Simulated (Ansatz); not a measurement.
System: AlH$_{3}$, net charge -1, doublet state. 
Geometry from a B3LYP-D3(BJ)/def2-TZVP (Ansatz, a program for electronic structure) optimisation:
```
Al
H 1 1.6367
H 1 1.6367 2 110.93
H 1 1.6367 2 110.93 3 123.75
```
Charge -1, spin multiplicity 2.

### Question
Give the harmonic wavenumbers at B3LYP-D3(BJ)/def2-TZVP (Ansatz, finite differences of forces, unscaled).

### Answer
650, 758, 758, 1664, 1664, 1690 cm⁻¹. Zero-point energy 10.3 kcal/mol.

### Question
From these and the geometry, give the ideal-gas thermochemistry at 298.15 K and 1 atm (rigid rotor, harmonic oscillator).

### Answer
Point group C3v, rotational symmetry number 3. Rotational constants 116, 116, 68.95 GHz. S(trans) 36.13, S(rot) 14.32, S(vib) 0.88, S(elec, spin only) 1.38, S 52.7 cal/(mol K). H(298) - H(0) 2.57 kcal/mol; G - E(el) -2.9 kcal/mol.
